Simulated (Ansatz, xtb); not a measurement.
## A geometry optimisation of CH3BBrClSi with r2SCAN-D4/def2-SVP

The starting geometry of this gas-phase singlet was built from a drawn formula by distance geometry and a force field; its bonds are those of `ClB1[SiH2][C@@H]1Br`.

```tsv
atom	x (Å)	y (Å)	z (Å)
C	0.0370	-0.4930	-0.1453
B	-1.0792	0.5306	0.2174
Br	1.4990	-0.5117	1.1469
Cl	-1.6714	2.2791	0.3769
Si	-1.3591	-1.4384	0.4133
H	-2.3871	-1.8723	-0.6084
H	-1.5554	-1.7374	1.8166
H	0.3211	-0.5453	-1.1661
```

Task: Predict what becomes of its bonds when it is optimised with r2SCAN-D4/def2-SVP.

Result: It keeps its bonds, and is `ClB1[SiH2][C@@H]1Br`. Distances that change by over a tenth: C1–Si5 (1.78 → 2.00 Å).

The energy falls by 1.04 eV over 15 steps:

| step | E − E(last) (eV) |
| --- | --- |
| 1 | 1.041 |
| 3 | 0.194 |
| 4 | 0.133 |
| 6 | 0.086 |
| 7 | 0.048 |
| 9 | 0.013 |
| 10 | 0.002 |
| 12 | 0.000 |
| 13 | 0.000 |
| 15 | 0.000 |

Final geometry (Å):

```yaml
atoms:
  - { symbol: C, position_ang: [0.0269, -0.3348, -0.0633] }
  - { symbol: B, position_ang: [-1.1364, 0.6054, 0.1103] }
  - { symbol: Br, position_ang: [1.7635, -0.1454, 0.7569] }
  - { symbol: Cl, position_ang: [-1.3463, 2.1795, 0.8009] }
  - { symbol: Si, position_ang: [-1.6938, -1.2470, 0.3761] }
  - { symbol: H, position_ang: [-1.8999, -2.3134, -0.6389] }
  - { symbol: H, position_ang: [-2.0364, -1.7038, 1.7532] }
  - { symbol: H, position_ang: [0.1275, -0.8289, -1.0440] }
```

From the same start GFN2-xTB ends elsewhere, differing in C1–Si5 (2.95 against 2.00 Å here).

The end wasn't checked by frequencies. Run with Ansatz 0.2.0, 45 s on 2 threads of Arm Neoverse V2, on a shared host.
